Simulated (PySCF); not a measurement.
Compound: C₇H₁₃PS.
Numbering: `[CH2:1]1[CH2:2][P:3]([CH:4]2[CH2:5][CH2:6]2)[CH2:7][CH2:8][S:9]1`

NICS = −σ at a ghost point: NICS(0) at the centroid of the ring atoms, NICS(1) 1 Å to either side along the normal of their mean plane, zz for the tensor component along that normal. Level: GIAO PBE0/pcSseg-1 (PySCF, non-relativistic, gas phase) on the GFN2-xTB geometry, one conformer.

Rings: 1. C1–C2–P3–C7–C8–S9; 2. C4–C5–C6.

```csv
set,NICS(0),"NICS(1), two faces","NICS(1)zz, two faces"
P,-3.3,-1.8 / -2.9,6.5 / 3.5
Q,-44.4,-8.8 / -8.8,-24.2 / -22.2
```

Which set (ppm) belongs to which ring?

P = 1, Q = 2.
- 1 (6-membered ring with P and S; formal bonds all single): mean NICS(1)zz 5.0 ppm, deshielded. C1, C2, C7, C8 have four or more neighbours; no verdict on aromaticity is drawn.
- 2 (3-membered carbocycle; formal bonds all single): mean NICS(1)zz -23.2 ppm, shielded. C4, C5, C6 have four or more neighbours, so the value isn't read as a sign of a π ring current.

How do the rings differ in shape?

```tsv
ring	bond lengths (Å)	rms pucker (Å)	HOMA	nearest outside atom to a NICS(1) probe (Å)
1	1.519, 1.864, 1.865, 1.519, 1.821, 1.821	0.32	–	hydrogen 1.49
2	1.502, 1.492, 1.502	0.00	–	hydrogen 1.45
```
